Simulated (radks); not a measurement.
Polarisabilities and homonuclear dispersion coefficients (atomic units). All-electron calculation, scalar-relativistic Kohn-Sham, PBE, spin-polarised, spherical densities, finite nucleus; Fermi nuclear charge, rms radius of each element as measured or else 0.836 A^(1/3) + 0.57 fm. Program: a radial shooting solver on a logarithmic mesh with Libxc functionals. Response by self-consistent Sternheimer equations with the Hartree and adiabatic LDA kernel, the relativistic mass of each level held fixed and spin-orbit coupling left out. "Uncoupled" leaves out the induced potential. Quadrupole and octupole values are given only where no p, d or f shell is open.

species  configuration  alpha1 (bohr^3)  alpha1, uncoupled  alpha2 (bohr^5)  alpha3 (bohr^7)       C6       C8  recommended alpha1
Ne                [Ne]            3.110              3.542            10.00            69.13    7.502    117.7    2.6611 +/- 3e-05
Mg2+              [Ne]           0.5144             0.5827           0.6079            1.299   0.6223    3.747                   -
Al3+              [Ne]           0.2831             0.3186           0.2433           0.3624   0.2643    1.166                   -
Si4+              [Ne]           0.1711             0.1913           0.1126           0.1246   0.1274   0.4324                   -
P5+               [Ne]           0.1104             0.1226          0.05764          0.04942  0.06724   0.1816                   -
S6+               [Ne]          0.07477            0.08256          0.03179          0.02181  0.03799  0.08375                   -
Cl7+              [Ne]          0.05260            0.05778          0.01859          0.01045  0.02267  0.04159                   -
Ar8+              [Ne]          0.03816            0.04171          0.01139         0.005347  0.01413  0.02193                   -

Recommended values: Schwerdtfeger and Nagle, table of static dipole polarisabilities (2023 update), measured or computed.
